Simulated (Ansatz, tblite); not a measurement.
Removing and adding an electron: the cluster ZrTe2. The state is a singlet with charge 0. Geometry: PBE-D4/def2-TZVP. Ansatz, gas phase; energy differences of separate SCF runs; the oxidised species was run as a doublet alone; the reduced species was run as a doublet alone.

```
atom    x (Å)    y (Å)    z (Å)
 Zr1  -0.9247   0.2529  -0.2768
 Te2   0.8379   1.8478   0.6879
 Te3   0.0868  -2.1007  -0.4110
```

In the def2 sets Te, Zr take a core potential; there is no spin–orbit coupling. The xTB rows come from tblite. The structure comes from a short search, and lower isomers may exist.

| level | −HOMO (eV) | vertical IE (eV) | −LUMO (eV) | vertical EA (eV) | HOMO–LUMO gap (eV) | IE − EA (eV) | remarks |
| --- | --- | --- | --- | --- | --- | --- | --- |
| GFN1-xTB | 9.14 | 11.87 | 8.30 | 5.70 | 0.85 | 6.17 | – |
| GFN2-xTB | 8.66 | 12.04 | 7.79 | 4.80 | 0.87 | 7.24 | – |
| PBE-D4/def2-TZVP | 4.94 | 7.32 | 4.10 | – | 0.84 | – | – |
| PBE-D4/def2-TZVPD | 4.95 | – | 4.11 | 2.19 | 0.84 | – | – |
| r2SCAN-D4/def2-TZVP | 5.13 | 7.36 | 3.88 | – | 1.25 | – | – |
| r2SCAN-D4/def2-TZVPD | 5.14 | – | 3.88 | 2.31 | 1.25 | – | – |
| PBE0-D4/def2-TZVP | 5.79 | 7.41 | 3.32 | – | 2.47 | – | spin-contaminated (⟨S²⟩ 0.84) (+1 doublet) |
| PBE0-D4/def2-TZVPD | 5.80 | – | 3.33 | 2.32 | 2.47 | – | – |

Relaxing the oxidised species (PBE-D4/def2-TZVP) changes its energy by -0.21 eV at PBE-D4/def2-TZVP, so the adiabatic ionisation energy to this nearest minimum is 7.11 eV. At PBE0-D4/def2-TZVP it is 7.19 eV.     Raw xTB energy differences between charge states are shifted by several eV; the methods need an empirical correction for them.
